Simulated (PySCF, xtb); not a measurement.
CTe2, SMILES [Te]=C=[Te].

Harmonic wavenumbers (cm⁻¹) from GFN2-xTB (xtb) at its own minimum, in rising order: 210, 210, 276, 1212.

Question: What does B3LYP-D3(BJ)/def2-TZVP (PySCF 2.14.0) give at its own minimum? (Estimate from the structure and the level; the computed values follow.)

Answer: 252, 252, 257, 1129. Paired by order, the mean absolute difference is 46 cm⁻¹ and the zero-point energies are 2.7 and 2.7 kcal/mol.
